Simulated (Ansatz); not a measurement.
Two isomers of CH4BNO: A = `N=CBO`, B = `BOC=N`.

Gas-phase electronic energies from Ansatz, PBE0-D4/def2-TZVP geometries. CCSD(T)/CBS adds triple-zeta CCSD(T) − MP2 to the extrapolated MP2 energy (def2 sets, frozen cores). DFT in def2-TZVPP. B3LYP here is the variant with VWN-RPA as its local correlation; programs differ in this. Each species was taken in one conformer, which may not be the lowest.

A:

```xyz
8

N     0.404    0.918   -0.907
C    -0.442    0.021   -0.593
B    -0.194   -0.685    0.812
O     0.871   -0.256    1.502
H     0.216    1.349   -1.813
H    -1.279   -0.241   -1.253
H    -0.885   -1.547    1.269
H     1.310    0.440    0.983
```

B:

Z-matrix (Å, degrees):
```
B
O 1 1.362
H 1 1.193 2 120.2
H 1 1.193 2 115.5 3 -177.4
C 2 1.355 1 123.2 3 -10.7
N 5 1.252 2 121.9 1 -39.5
H 5 1.092 2 110.8 1 142.8
H 6 1.016 5 110.5 2 -178.8
```

**Question.** Which is lower in electronic energy at CCSD(T)/CBS, and by how much? (An estimate is asked.)

**Answer.** Computed: A, by 55.2 kJ/mol.

**Question.** Give E(B) − E(A) in kJ/mol with BLYP-D4, B3LYP, CCSD(T)/def2-SVP, LDA (SPW92), MP2/def2-TZVPP, PBE0-D4, CCSD(T)/def2-TZVPP. (An estimate is asked.)

**Answer.** Computed: BLYP-D4 46.4, B3LYP 46.0, CCSD(T)/def2-SVP 52.8, LDA (SPW92) 48.9, MP2/def2-TZVPP 52.8, PBE0-D4 49.3, CCSD(T)/def2-TZVPP 53.1. None reverses the order clearly.

**Question.** Does the order hold for the free energy at 298.15 K (harmonic terms from PBE0-D4)? (Estimate.)

**Answer.** The calculation gave: Yes: G(B) − G(A) = +50.1 kJ/mol, for one conformer each.

Largest T1 diagnostic: 0.015.

Leaving LDA and LC-ωPBE aside and taking each functional with its dispersion term where it has one, the values, not all of them listed here, spread over 6.0 kJ/mol, from BHLYP-D4 to ωB97M-V. In def2-TZVPP, CCSD(T) changes the Hartree–Fock value by +17.7 kJ/mol (the triples alone add +1.2 kJ/mol) and MP2 by +17.4 kJ/mol.
